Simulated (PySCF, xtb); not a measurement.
H₅N₂OSTa, SMILES [OH][Ta]([NH2])(=[S])[NH2], multiplicity 1.

GFN2-xTB (xtb 6.7.1) at its own geometry gives an orbital gap of 2.17 eV and a dipole moment of 6.61 D.

Geometry optimised at PBE0-D3(BJ)/def2-SVP. The multiplicity is an assumed one; no other spin state was optimised. The structure was generated by enumeration; whether it is a known compound was not checked. The def2 effective core potentials stand for the cores of Ta; spin–orbit coupling is left out. The values are those of a single conformer.

**Question.** What does PySCF with PBE/def2-TZVP give? (An estimate is asked for; the answer gives what the named calculation found.)

**Answer.** gap 4.28 eV (levels -6.01 and -1.73 eV), dipole 3.40 D.
